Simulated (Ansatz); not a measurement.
Consider the hydrogenolysis of the Se–C bond: `C[Se][AlH2]` + H₂ → `[AlH2][SeH]` + CH₄.

Isolated molecules relaxed with PBE0-D4/def2-TZVP in Ansatz; ΔE leaves out vibrations. CCSD(T)/CBS is the MP2 limit (def2-TZVPP, def2-QZVPP) plus CCSD(T) − MP2 in def2-TZVPP, frozen cores. This one scheme is used for every species. For Se outer-core shells are correlated without core-valence functions, which leaves a few kJ/mol of doubt a bond. Scalar relativity is left out up to krypton.

`C[Se][AlH2]`:

Cartesian coordinates in Å:
```
C -0.981 0.934 -0.506
Se -1.069 -0.836 0.341
Al 1.178 -1.209 0.650
H -1.541 1.633 0.111
H -1.435 0.861 -1.492
H 0.052 1.263 -0.596
H 2.177 -0.078 0.165
H 1.618 -2.568 1.328
```

H₂:

Z-matrix (Å, degrees):
```
H
H 1 0.746
```

`[AlH2][SeH]`:

Z-matrix (Å, degrees):
```
Al
Se 1 2.314
H 1 1.579 2 116.3
H 1 1.580 2 119.2 3 180.0
H 2 1.469 1 92.2 3 179.9
```

CH₄:

```xyz
5

C     0.000    0.000    0.000
H    -0.374    1.022    0.045
H     0.095   -0.397    1.010
H     0.975   -0.009   -0.487
H    -0.695   -0.617   -0.569
```

```
      species  HF/def2-QZVPP energy (Eh)
`C[Se][AlH2]`                -2682.64787
           H₂                   -1.13348
`[AlH2][SeH]`                -2643.60327
          CH₄                  -40.21664
```

Problem. Work out ΔE.

Solution. ΔE = (-2643.60327) + (-40.21664) − (-2682.64787) − (-1.13348) = -0.03856 Eh = -101.2 kJ/mol. CCSD(T)/CBS gives -79.0 kJ/mol.

Largest T1 diagnostic among the species: 0.010.

The D4 term adds +8.4 kJ/mol with B3LYP and +4.4 kJ/mol with PBE0; it sums over pairs of atoms, weighted by their polarisabilities, and B3LYP, whose exchange is more repulsive, gets the larger term. From PBE to PBE0 (25 % exact exchange), in def2-TZVPP and without D4, ΔE moves by −4.8 kJ/mol.

B3LYP here is the variant with VWN-RPA as its local correlation; programs differ in this.
